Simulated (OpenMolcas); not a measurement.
# N, P, As, Sb, Bi: ns2 np3 down the group

| Quantity | Value |
| --- | --- |
| Program | OpenMolcas 26.06 |
| Method | SS-CASPT2, IPEA 0.25 Eh, imaginary shift 0.1 Eh |
| Basis | ANO-RCC-VQZP |
| Scalar Hamiltonian | DKH2, point nucleus |
| Spin-orbit coupling | state interaction with AMFI integrals over the reference wave functions, term energies averaged over their components |

Active space for each ion: 3 electrons in 3 orbitals (p); closed shells correlated by CASPT2: N 1s 2s; P 2s 2p 3s; As 3d 4s; Sb 4d 5s; Bi 5d 6s.

Computed levels in cm-1 above 4S* 3/2:

```
                                Level      N      P     As     Sb     Bi
                              2D* 3/2  19210  11450  11050   9260  10590
                              2D* 5/2  19220  11450  11270  10310  14410
                              2P* 1/2  30650  19640  19200  17380  21300
                              2P* 3/2  30650  19650  19500  18900  30180
weight of 4S* in the lowest level (%)    100    100    100     97     67
```

Mixed levels, with the weight of the term that names them: Bi 4S* 3/2 (67 %), Bi 2D* 3/2 (65 %), Bi 2P* 3/2 (67 %).

Measured, with the error of the calculation in %. Measured levels: N, P, As, Sb, Bi from NIST Handbook of Basic Atomic Spectroscopic Data.

| Level | N | P | As | Sb | Bi |
| --- | --- | --- | --- | --- | --- |
| 2D* 3/2 | 19233 (-0.1) | 11361 (+0.7) | 10593 (+4.3) | 8512 (+8.7) | 11419 (-7.2) |
| 2D* 5/2 | 19224 (0) | 11377 (+0.7) | 10915 (+3.2) | 9854 (+4.6) | 15438 (-6.7) |
| 2P* 1/2 | 28839 (+6.3) | 18723 (+4.9) | 18186 (+5.6) | 16395 (+6.0) | 21661 (-1.7) |
| 2P* 3/2 | 28839 (+6.3) | 18748 (+4.8) | 18648 (+4.6) | 18464 (+2.4) | 33165 (-9.0) |

Without spin-orbit coupling 2D* lies 19210, 11450, 11190, 9840, 9350 cm-1 above 4S* in that order; the difference to the level 2D* 3/2, of either sign, comes from spin-orbit coupling, which also lowers the zero.

CASPT2 breaks the degeneracy within a term, and the mean is taken; among the terms shown or strongly mixed into the levels shown the widest spread is 370 cm-1 (5s2 5p3 2D*, Sb). With the s shell closed, the reference lacks s² → p² mixing. Computed and measured levels are paired by configuration, term and J; levels that our copy of the source lacks, or whose pairing is in doubt (as where it misses far off the trend of its configuration), stay unpaired and out of the deviations. Levels of configurations outside the active space are missing.

* marks odd parity.
